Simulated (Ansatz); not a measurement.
Species: sum formula H7Si2NO6, charge 0, multiplicity 1. SMILES: O[Si](O)(N[Si](O)(O)O)O
Structure (B3LYP-D3(BJ)/def2-TZVP (Ansatz, a quantum-chemistry and plane-wave program) minimum search):
```xyz
16

O      2.1665     1.7767    -1.0523
Si     1.1830     0.9264    -0.0649
O      0.0879     1.8884     0.7291
O      2.1942     0.2195     1.0079
N      0.1711    -0.1658    -0.9064
Si    -1.1317    -0.9693    -0.1303
O     -1.8610    -2.0646    -1.1007
O     -2.2621     0.1033     0.3706
O     -0.4443    -1.7684     1.1377
H      1.7562     2.4367    -1.6160
H      0.4084     2.3108     1.5310
H      1.8521    -0.5997     1.3835
H      0.5602    -0.6171    -1.7216
H     -2.6167    -1.7544    -1.6062
H     -1.8901     0.9605     0.6185
H     -1.0361    -2.2136     1.7505
```
Charge 0, spin multiplicity 1.

Computed values are from Ansatz. Correlated levels leave the core frozen unless marked. Open shells are spin-unrestricted. No spin-orbit coupling. Non-relativistic. CBS(X,Y): correlation extrapolated as X^-3; Hartree-Fock from the larger set. [CCSD(T)-MP2]/basis is that difference in the basis named.

The atomisation energy De is 1625.6 kcal/mol at RI-MP2/CBS(cc-pV(T+d)Z,cc-pV(Q+d)Z)+[CCSD(T)-MP2]/cc-pV(T+d)Z and the total energy comes out as -1088.5318 Eh at RI-MP2/CBS(cc-pV(T+d)Z,cc-pV(Q+d)Z)+[CCSD(T)-MP2]/cc-pV(T+d)Z. The dipole moment comes out as 1.68 D at CCSD(T)/aug-cc-pV(D+d)Z and the T1 diagnostic is 0.011 at CCSD/cc-pV(T+d)Z.
